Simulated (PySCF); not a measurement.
**Worked example: chemical shift, span and skew from a shielding tensor**

C₂H₈FNSi₂, SMILES C=C[Si@H](N)[SiH2]F. Atoms are numbered in the order given.

```xyz
14

C     -2.5260    -0.8531     0.0795
C     -1.6139    -0.4587     0.9795
Si    -0.2618     0.7686     0.5700
N     -0.7483     1.6601    -0.8414
Si     1.7483    -0.3247     0.0356
F      1.4804    -1.3859    -1.1834
H     -2.5196    -0.4584    -0.9425
H     -3.3095    -1.5803     0.3210
H     -1.6530    -0.8855     1.9906
H      0.0150     1.5772     1.8074
H     -1.6180     2.1866    -0.8231
H     -0.0565     2.1319    -1.4152
H      2.8023     0.6273    -0.4309
H      2.2828    -1.0903     1.2004
```

Geometry optimised at B3LYP-D3(BJ)/def2-SVP. The structure was generated by enumeration; whether it is a known compound was not checked. One conformer was computed; it need not be the lowest.

GIAO shieldings from PBE/pcSseg-1 (PySCF), non-relativistic, no solvent. The symmetric part of the tensor of Si5 has the principal values 244.9, 300.6, 446.6 ppm. The same nucleus in TMS has σ = 335.4 ppm at this level (PySCF, at its B3LYP-D3(BJ)/def2-TZVP geometry).

### Question
Work out the isotropic shielding, the ²⁹Si shift against TMS, the span and the skew.

### Answer

σ(iso) = (σ11 + σ22 + σ33)/3 = 330.7 ppm. δ = σ(ref) − σ(iso) = 335.4 − (330.7) = 4.7 ppm.
Span Ω = σ33 − σ11 = 201.7 ppm. Skew κ = 3(σ(iso) − σ22)/Ω = 0.45. Tumbling in solution averages the tensor to δ; in a static solid the shielding alone would spread this spin-1/2 line over Ω.
